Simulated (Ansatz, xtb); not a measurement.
Relative energy of two structures of GaHNP

Structure X: a singlet given by its coordinates. Structure Y: `P=[N][Ga]`, a singlet. Both are isolated molecules in the gas phase, relaxed with B3LYP/6-31G*.

X (Å):

```yaml
atoms:
  - { symbol: Ga, position_ang: [2.0300, 0.7725, 0.2905] }
  - { symbol: N, position_ang: [0.4993, -0.3527, 0.8622] }
  - { symbol: P, position_ang: [-0.4097, -0.5132, -0.4226] }
  - { symbol: H, position_ang: [0.2945, 0.2607, -1.5050] }
```

Close contacts (Å): Ga1–N2 1.98, Ga1–P3 2.85, N2–P3 1.58, P3–H4 1.51.

Y (Å):

```yaml
atoms:
  - { symbol: Ga, position_ang: [-0.7083, -2.9881, -1.0740] }
  - { symbol: N, position_ang: [-1.9566, -1.5709, -1.3518] }
  - { symbol: P, position_ang: [-3.1123, -0.5775, -1.6843] }
  - { symbol: H, position_ang: [-2.6612, 0.7152, -1.1538] }
```

Quicker runs give these differences E(Y) − E(X): GFN2-xTB −4.64 kcal/mol; HF/STO-3G −38.67 kcal/mol (at GFN2-xTB geometries); r2SCAN-D4/def2-SVP −9.28 kcal/mol (at GFN2-xTB geometries).

Question: Estimate E(Y) − E(X) at the level CCSD(T)/def2-TZVPP.

Answer: Too close to call at this level: CCSD(T)/def2-TZVPP gives E(Y) − E(X) = 0.00 kcal/mol.

The same difference at several levels:

| level | geometry | E(Y) − E(X) (kcal/mol) | departure from the last row (kcal/mol) | job, with rough time for the two |
| --- | --- | --- | --- | --- |
| GFN2-xTB | GFN2-xTB | −4.64 | −4.64 | optimisation, 0.11 s |
| HF/STO-3G | GFN2-xTB | −38.67 | −38.67 | single point, 1.1 s |
| r2SCAN-D4/def2-SVP | GFN2-xTB | −9.28 | −9.28 | single point, 2.9 s |
| B3LYP/6-31G* | B3LYP/6-31G* | −2.46 | −2.46 | optimisation, 28 s |
| HF/def2-TZVPP | B3LYP/6-31G* | −4.84 | −4.84 | part of the CCSD(T) run |
| MP2/def2-TZVPP | B3LYP/6-31G* | +0.32 | +0.32 | part of the CCSD(T) run |
| CCSD(T)/def2-TZVPP | B3LYP/6-31G* | 0.00 |  | single point, 40 s |

The largest departure from CCSD(T)/def2-TZVPP is that of HF/STO-3G, 38.67 kcal/mol.

With harmonic frequencies from B3LYP/6-31G* (ideal gas, rigid rotor, one conformer each, 298.15 K, 1 atm): the zero-point term adds −0.13 kcal/mol; ΔH is +0.23 and ΔG −0.29 kcal/mol.

The correlated steps freeze 15 core orbitals; the filled d shell of Ga is correlated, in a basis made for valence electrons. Run with Ansatz 0.2.0, xtb 6.7.1; the last row on 1 thread of Arm Neoverse V2 on a shared host.
